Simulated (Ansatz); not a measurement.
Reaction (ligand exchange at the Si–S bond): `O[SiH2]S[SiH2]Cl` + `[CH3][AlH][OH]` → `[CH3][AlH][O][SiH2]O` + `S[SiH2]Cl`

Program: Ansatz. Geometries: PBE0-D4/def2-TZVP. ΔE: electronic, gas phase. CCSD(T)/CBS adds triple-zeta CCSD(T) − MP2 to the extrapolated MP2 energy (def2 sets, frozen cores). Functionals use def2-TZVPP. B3LYP here is the variant with VWN-RPA as its local correlation; programs differ in this. Each species was taken in one conformer, which may not be the lowest.

```tsv
level	ΔE (kJ/mol)	difference from CCSD(T)/CBS
PBE-D4	-39.6	16.7
PBE0-D4	-45.8	10.5
B3LYP-D4	-57.3	-1.0
ωB97X-V	-56.3	0.0
B2PLYP	-64.1	-7.8
PBE	-45.6	10.7
r2SCAN	-53.8	2.5
PBE0	-51.1	5.2
SCS-MP2/def2-TZVPP	-63.0	-6.7
CCSD/def2-TZVPP	-65.7	-9.4
CCSD(T)/def2-TZVPP	-60.6	-4.3
HF/def2-QZVPP	-88.3	-32.0
SCS-MP2/def2-QZVPP	-61.4	-5.1
HF/CBS(def2)	-88.7	-32.4
MP2/CBS(def2)	-50.9	5.4
CCSD/CBS(def2)	-61.5	-5.2
CCSD(T)/CBS	-56.3	0
```

Largest T1 diagnostic among the species: 0.012.

From PBE to PBE0 (25 % exact exchange), in def2-TZVPP and without D4, ΔE moves by −5.5 kJ/mol. In def2-TZVPP, CCSD(T) changes the Hartree–Fock value by +25.3 kJ/mol (the triples alone add +5.2 kJ/mol) and MP2 by +30.7 kJ/mol.
